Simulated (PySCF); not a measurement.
Excitation energy of Cu by level of theory

Cu [Ar] 3d10 4s1 (2S) → Cu [Ar] 3d9 4s2 (2D), as a difference of total energies. Computed with PySCF 2.14 in def2-QZVPPD (11s6p5d4f2g, 100 functions), with no relativity, point nucleus. Correlated levels: valence: [Ar] frozen; valence and next inner shell: [Ne] frozen. The calculations carry no spin-orbit coupling.

| method | excitation energy (cm⁻¹) |
| --- | --- |
| UHF | 1593.2 |
| LDA | 20476 |
| PBE | 18227 |
| PBE0 | 14673 |
| r2SCAN | 15589 |
| BHandHLYP | 9645.3 |
| CAM-B3LYP | 14545 |
| PW91 | 18434 |
| revPBE | 18272 |
| MP2 (valence) | 21385 |
| SCS-MP2 (valence) | 17474 |
| MP2 (valence and next inner shell) | 25563 |
| SCS-MP2 (valence and next inner shell) | 20854 |

These non-relativistic numbers lack the scalar-relativistic shift.

Errors of the correlated levels include the incompleteness of this basis and the frozen core.

For comparison: 12020 cm⁻¹ (measured; NIST levels, between the centres of gravity of the two terms).
